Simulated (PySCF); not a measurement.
## Ionisation energy of Se²⁺ by level of theory

Se²⁺ [Ar] 3d10 4s2 4p2 (3P) → Se³⁺ [Ar] 3d10 4s2 4p1 (2P), as a difference of total energies. Calculation: PySCF 2.14, in x2c-QZVPPall (11s8p5d4f1g, 97 functions); scalar relativity by spin-free X2C-1e. Correlated levels: valence: [Ar] 3d10 frozen. The calculations carry no spin-orbit coupling.

```json
{"method": "UHF", "ionisation energy (eV)": "30.998", "plus first-order spin-orbit estimate": "30.958", "error of that sum (eV)": "-0.739"}
{"method": "MP2 (valence)", "ionisation energy (eV)": "31.429", "plus first-order spin-orbit estimate": "31.390", "error of that sum (eV)": "-0.307"}
{"method": "SCS-MP2 (valence)", "ionisation energy (eV)": "31.353", "plus first-order spin-orbit estimate": "31.313", "error of that sum (eV)": "-0.384"}
{"method": "CCSD (valence)", "ionisation energy (eV)": "31.454", "plus first-order spin-orbit estimate": "31.415", "error of that sum (eV)": "-0.282"}
{"method": "CCSD(T) (valence)", "ionisation energy (eV)": "31.480", "plus first-order spin-orbit estimate": "31.441", "error of that sum (eV)": "-0.256"}
```

Reference: 31.697 ± 0.019 eV (measured; NIST Atomic Spectra Database, ionization energies).

A first-order spin-orbit estimate (lowest level to lowest level, LS coupling) adds -0.039 eV.

Errors of the correlated levels include the incompleteness of this basis and the frozen core.
